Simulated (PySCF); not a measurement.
**Fractional electron number in Ta (tantalum, neutral)**

The 6s beta orbital of [Xe] 4f14 5d3 6s2 is emptied in steps (occupation f), with all orbitals relaxed, ending at [Xe] 4f14 5d3 6s1. Computed with PySCF 2.14 in def2-TZVPPD with the def2 core potential (60 electrons), with scalar relativity through the core potential. The exact energy is a straight line in f; departures are measured from the line between the end points of the same method.

```tsv
f	BHandHLYP (eV)	CAM-B3LYP (eV)
1	0.000	0.000
0.75	-0.269	-0.212
0.5	-0.366	-0.290
0.25	-0.280	-0.226
0	0.000	0.000
```

```tsv
method	E(f=0) − E(f=1) (eV)	−ε at f=1 (eV)	−ε at f=0.5 (eV)
BHandHLYP	7.172	5.760	7.142
CAM-B3LYP	7.387	6.284	7.351
```

Orbital energy along the path (eV):

```json
{"f": "1", "BHandHLYP": "-5.760", "CAM-B3LYP": "-6.284"}
{"f": "0.75", "BHandHLYP": "-6.435", "CAM-B3LYP": "-6.802"}
{"f": "0.5", "BHandHLYP": "-7.142", "CAM-B3LYP": "-7.351"}
{"f": "0.25", "BHandHLYP": "-7.896", "CAM-B3LYP": "-7.951"}
{"f": "0", "BHandHLYP": "-8.654", "CAM-B3LYP": "-8.635"}
```

Reference removal energy between the ground levels: 7.550 eV (measured; NIST Atomic Spectra Database, ionization energies). The calculation has no spin-orbit coupling.
